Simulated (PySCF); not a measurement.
## Substituent effects on chemical shifts

Parent skeleton `[SiH3:1][S:2][SiH3:3]`; one hydrogen on atom 1 is replaced by X. Hydrogens on one atom are averaged.

Computational details: GIAO PBE0/pcSseg-1 shieldings, geometry: GFN2-xTB, in PySCF 2.14.0 with density-fitted response routines (one averaged value for each set of equivalent atoms, one conformer, gas phase, non-relativistic Hamiltonian).

Scale: $^{29}$Si (σ = 349.16 ppm), $^{1}$H (σ = 31.72 ppm) against TMS; $^{33}$S (σ = 503.73 ppm) against CS2 (reference shieldings calculated alike).

Parent (X = H): Si1 -55.9, S2 -352.7, Si3 -55.9, H(Si1) 4.64, H(Si3) 4.64 ppm. Effects are Δδ = δ(X) − δ(H), positive for deshielding.

(1) Give Δδ (ppm) for X = OiPr, CH2OCH3, CF=CF2, Cl.

(2) Which position responds most, and to which substituents?

Results:

(1) 
```tsv
X	SMILES	Si1	S2	Si3	H(Si1)	H(Si3)
OiPr	CC(C)O[SiH2]S[SiH3]	+39.7	+28.4	-3.1	+0.90	-0.01
CH2OCH3	COC[SiH2]S[SiH3]	+22.2	+9.0	-1.0	+0.21	-0.04
CF=CF2	FC(F)=C(F)[SiH2]S[SiH3]	+15.3	+36.3	+3.0	+0.57	+0.14
Cl	[SiH3]S[SiH2]Cl	+48.5	+97.0	-3.8	+1.04	+0.08
```

(2) S2: from +9.0 ppm with CH2OCH3 to +97.0 ppm with Cl.
